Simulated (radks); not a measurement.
Results of a calculation; reference values are marked as such.
Problem. Coherent X-ray form factor from a spherical all-electron density. Level of theory: Dirac Kohn-Sham, PBE, spin-unpolarised, spherical densities, point nucleus (a radial shooting solver on a logarithmic mesh with Libxc functionals).

sin(theta)/lambda (1/angstrom)  f0 (electrons)
0.05                                    18.478
0.1                                     17.238
0.15                                    15.789
0.2                                     14.353
0.25                                    12.981
0.3                                     11.714
0.4                                      9.657
0.5                                      8.279
0.6                                      7.389
0.8                                      6.218
1                                        5.200
1.25                                     4.002
1.5                                      3.039
2                                        1.914

The species is in the configuration that NIST lists as its ground one. Which atom or ion scatters so?

Solution. The calcium ion Ca+, [Ar] 4s1. Extrapolating in s^2 from the first two rows gives f0(0) = 18.9, near the electron count 19; among species with that count, the fall with angle is slower the higher Z, and the table is that of Z = 20; from so few rows the species is fixed only to a neighbour or two.
